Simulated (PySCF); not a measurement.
Structure problem from calculated spectra and properties.

Formula: C6H13OP.

| Quantity | Value |
| --- | --- |
| Polarisability | 94.2 au [CAM-B3LYP/def2-SVPD] |
| Triplet | lowest triplet excitation (Tamm–Dancoff): 6.57 eV [TDA CAM-B3LYP/def2-SVPD] |
| 1H NMR | chemical shifts (computed TMS as zero) by class: 7.09 (1 H), 1.91 (1 H), 1.91 (1 H), 1.59 (1 H), 1.55 (1 H), 1.46 (1 H), 1.00 (3 H), 0.97 (1 H), 0.77 (3 H) ppm [GIAO PBE0/pcSseg-1] |
| 13C NMR | chemical shifts (computed TMS as zero) by class: 39.1 (1 C), 36.6 (1 C), 31.7 (1 C), 31.0 (1 C), 17.4 (1 C), 9.4 (1 C) ppm [GIAO PBE0/pcSseg-1] |
| Rotational structure | rotational constants A, B, C: 2.621, 1.357, 1.114 GHz [PBE0-D3(BJ)/def2-SVP] |
| Valence photoelectron | vertical ionisation energy: 9.46 eV [ΔSCF CAM-B3LYP/def2-SVPD] |

Gas-phase values; electronic properties from PySCF, density fitting. Levels stand in brackets. Isolated species at its PBE0-D3(BJ)/def2-SVP geometry (one conformer only). NMR classes are plain means over equivalent atoms (diastereotopic ones count apart unless rotation or inversion swaps them), as if these changed places fast.

Question: Propose a structure and show how it fits.

Answer: Numbering: `[CH3:1][C@@H:2]1[CH2:3][CH2:4][P@@H:5](=[O:6])[C@@H:7]1[CH3:8]`. 6 carbons fall into 6 classes; from least to most shielded: ring sp3 carbon bound to phosphorus [C7] (39.1 ppm), sp3 CH carbon [C2] (36.6 ppm), ring sp3 carbon bound to phosphorus [C4] (31.7 ppm), ring CH2 carbon [C3] (31.0 ppm), methyl carbon [C1] (17.4 ppm), methyl carbon [C8] (9.4 ppm). Hydrogen classes from least to most shielded: 1 H on a phosphoryl phosphorus, P5 (7.09 ppm), 1 H on an sp3 carbon bound to phosphorus, C4 (1.91 ppm), 1 H on an sp3 CH carbon, C2 (1.91 ppm), 1 H on a ring CH2 carbon, C3 (1.59 ppm), 1 H on an sp3 carbon bound to phosphorus, C7 (1.55 ppm), 1 H on an sp3 carbon bound to phosphorus, C4 (1.46 ppm), 3 H on a methyl carbon, C1 (1.00 ppm), 1 H on a ring CH2 carbon, C3 (0.97 ppm), 3 H on a methyl carbon, C8 (0.77 ppm, a mean of values up to 0.7 ppm apart in this geometry). The first electron is taken from the HOMO, whose largest Löwdin shares are 0.54 on the phosphoryl oxygen, 0.14 on the phosphoryl phosphorus, 0.12 on an sp3 carbon bound to phosphorus and 0.09 on an sp3 carbon bound to phosphorus. The optimised geometry has point group C1 and is an asymmetric top. Structure: `C[C@@H]1CC[P@@H](=O)[C@@H]1C`. Computed isomers that give other values at the same levels: `C[C@@H]1CCCC[P@H]1=O` (13C chemical shifts (computed TMS as zero) by class: 38.1 (1 C), 33.5 (1 C), 31.1 (1 C), 28.9 (1 C), 25.2 (1 C), 16.1 (1 C) ppm). The assignments are read from this structure; whether some other isomer fits the data as well wasn't checked. The mirror image fits equally.
